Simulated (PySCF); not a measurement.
BH4O4 (charge -1).
Structure used (PBE0-D3(BJ)/def2-TZVP), in Å, numbered top down from 1:
```
atom  x, y, z in Å
O1    -0.1432    1.4324   -0.3343
B2     0.0051   -0.0015   -0.0035
O3     1.3068   -0.5943   -0.3826
O4    -1.0355   -0.7274   -0.7635
O5    -0.1068   -0.1174    1.4670
H6     0.2770    1.9044    0.3856
H7     1.2193   -0.8302   -1.3070
H8    -1.7913   -0.1393   -0.7857
H9     0.3242   -0.9435    1.6898
```

Level: wB97X-D/pcSseg-2 in PySCF, non-relativistic, on one gas-phase PBE0-D3(BJ)/def2-TZVP geometry that isn't relaxed in the solvent. The solvent is an IEF-PCM continuum (van der Waals radii × 1.2). The model holds no explicit solvent molecules, cavitation or dispersion.

Gas phase at wB97X-D/pcSseg-2: HOMO -4.17 eV, LUMO 6.77 eV.

Q: What does the continuum do to the energy and the frontier levels at wB97X-D/pcSseg-2 in chloroform?

A: 
| solvent | ε | E(solvent) − E(gas) (kcal/mol) | polarisation term (kcal/mol) | distortion of the solute (kcal/mol) | HOMO (eV) | LUMO (eV) |
| --- | --- | --- | --- | --- | --- | --- |
| chloroform | 4.711 | -52.23 | -52.81 | 0.58 | -8.11 | 3.49 |

The polarisation term is half the interaction of the solute with the surface charges that it induces; the rest is the cost of distorting the solute's density. The sum is the electrostatic part of solvation alone.

Q: Which radius a makes Born's formula ΔE = −(q²/2a)(1 − 1/ε) give the value in chloroform?

A: a = q²(1 − 1/ε)/(2|ΔE|) = 2.50 Å, with q = -1 e and |ΔE| = 0.0832 Eh; the farthest nucleus lies 1.96 Å from the centroid of the nuclei. The formula assumes a point charge at the centre of a sphere.

The pairwise dispersion term of wB97X-D wasn't added to the energies; at a given geometry it leaves orbitals and properties as they are.
